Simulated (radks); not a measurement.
Results of a calculation; reference values are marked as such.
Question: The mean radii <r> (bohr) of the occupied orbitals of an atom or ion are listed with their occupations. Code: a radial shooting solver on a logarithmic mesh with Libxc functionals. Model: scalar-relativistic Kohn-Sham, PBE, spin-polarised, spherical densities, finite nucleus; Fermi nuclear charge, rms radius of each element as measured or else 0.836 A^(1/3) + 0.57 fm.

orbital  occ.      <r>
1s down     1  0.01899
1s up       1  0.01899
2s up       1  0.08038
2s down     1  0.08038
2p up       3  0.07172
2p down     3  0.07172
3s up       1   0.2087
3s down     1   0.2087
3p up       3   0.2085
3p down     3   0.2085
3d up       5   0.1890
3d down     5   0.1890
4s up       1   0.4683
4s down     1   0.4683
4p up       3   0.4976
4p down     3   0.4976
4d up       5   0.5352
4d down     5   0.5351
5s up       1    1.138
5s down     1    1.132
5p up       3    1.343
5p down     3    1.333
4f up       7   0.6790
4f down     7   0.6737
5d up       2    2.105

Name the element and its charge. Open shells, if any, are filled with parallel spins first.

Answer: Z = 72, hafnium, charge +2: Hf2+ in [Xe] 4f14 5d2. The 1s radius gives Z: for a bare nucleus <r> = (2 gamma + 1)/(2Z) with gamma = sqrt(1 - (Z/c)^2), 0.01876 bohr for Z = 72, and screening makes it slightly larger (0.01899 here). The occupations add up to 70, and the charge is Z minus that.
